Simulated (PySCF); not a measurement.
Bond length, frequency and bond energy of TeF by level of theory

State: ²Π (doublet), unpaired electrons π ↑. Set-up: basis Te cc-pVDZ-PP with ECP28, F cc-pVDZ; scalar-relativistic core potentials; PySCF 2.14. De refers to Te + F in their high-spin ground configurations, without counterpoise correction. The functionals are run spin-unrestricted. A positive dipole means Te(−)F(+). Levels whose curve was spin-contaminated or gave no clean fit are not listed.

```tsv
Level	Re (Å)	ωe (cm⁻¹)	De (eV)	μ (D)
UHF	1.923	671	1.05	-2.94
UHF-CCSD	1.951	624	2.53	n/a
UHF-CCSD(T)	1.958	612	2.65	n/a
PBE	1.968	598	3.69	-2.09
TPSS	1.961	608	3.50	-2.11
r²SCAN	1.951	619	3.26	-2.22
PBE0	1.942	634	3.14	-2.35
MN15	1.937	642	3.21	-2.47
B2PLYP	1.952	620	3.07	-2.71
```

The bond length runs from 1.923 Å (UHF) to 1.968 Å (PBE). De spans 1.05 eV (UHF, mean field) to 3.69 eV (PBE, GGA). Correlation at CCSD(T) changes the Hartree–Fock bond energy by +1.60 eV; the triples alone change it by +0.12 eV.

Correlated steps freeze 5 core orbitals. Correlated levels converge slowly with the basis: in double zeta they bind strong bonds too weakly, by up to about 1 eV, and carry superposition errors of some tenths. These are scalar-relativistic numbers at best; spin–orbit coupling would shift them, the dissociation energy most. B2PLYP dipoles, levels and charges come from its SCF part alone. The state was picked by a PBE0 search and need not be the measured ground state.

The whole job (state search and all levels along the bond) took about 1.3 min on 1 thread of Arm Neoverse V1 (shared host), peak memory 0.41 GiB.
